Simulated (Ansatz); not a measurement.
Coupled-cluster run, CBr2ClF (`FC(Cl)(Br)Br`).

```yaml
crystal:
  periodic: [false, false, false]
  atoms:
    - {symbol: F, position_ang: [1.219406, -0.708596, 0.266597]}
    - {symbol: C, position_ang: [0.074657, -0.067503, 0.041722]}
    - {symbol: Cl, position_ang: [-0.943439, -0.212100, 1.460591]}
    - {symbol: Br, position_ang: [-0.781916, -0.877004, -1.494544]}
    - {symbol: Br, position_ang: [0.481193, 1.791502, -0.315866]}
basis:
  gaussian: {orbitals: def2-TZVPP}
correlation: {method: ccsd_t}
output: {orbitals: {seedname: orbitals}}
```

```sh
$ ansatz run in.yaml --threads 4 --pin off --events-out ev --progress --plain
```

The program prints (abridged):

```
Functional definition: HF
1325 factors; integrals over basis functions are off by at most 4.3e-4 eV
mean field evaluation 1: about -156234.7134 eV, gradient 3.9e1 eV
mean field evaluation 2: about -156234.9808 eV, gradient 3.9e1 eV
mean field evaluation 4: about -156238.6975 eV, gradient 3.4e0 eV
mean field evaluation 8: about -156238.7709 eV, gradient 4.2e-1 eV
mean field evaluation 16: about -156238.7716 eV, gradient 2.2e-6 eV
mean field -156238.77160455 eV, -5741.6689540242 hartree, gradient 2.2e-6 eV, S^2 0.000000; 0 other end points of the search recorded, 0 dependent functions left out
25 core orbitals not correlated: weight in the atoms' cores, before any rotation towards them, 1.000 or more for the frozen orbitals, at most 0.000 for the correlated occupied ones
reference -156238.77160455 eV, -5741.6689540242 hartree; 26, 26 occupied and 149, 149 virtual orbitals, 1325 factors
second order -31.49241115 eV of doubles, -0.00000000 eV of singles
cycle   1  -31.10618781 eV  change    3.9e-1 eV  update   1.2e-1
cycle   2  -31.84343767 eV  change   -7.4e-1 eV  update   3.6e-2
cycle   3  -31.99019970 eV  change   -1.5e-1 eV  update   1.6e-2
cycle   4  -31.97108546 eV  change    1.9e-2 eV  update   3.6e-3
cycle   5  -31.96971559 eV  change    1.4e-3 eV  update   1.7e-3
cycle   6  -31.97037757 eV  change   -6.6e-4 eV  update   5.4e-4
cycle   7  -31.97009111 eV  change    2.9e-4 eV  update   2.5e-4
cycle   8  -31.96991882 eV  change    1.7e-4 eV  update   6.7e-5
cycle   9  -31.96996094 eV  change   -4.2e-5 eV  update   2.6e-5
perturbative correction -1.27688906 eV, -0.0469248073 hartree
Total energy: -156272.01845455 eV, -5742.8907532261 hartree
```

Run time 110 s (4 threads of a server CPU on a shared host); peak host memory 2.7 GiB.

Correlation energy per correlated electron: -0.639 eV. T1 diagnostic: 0.0092.
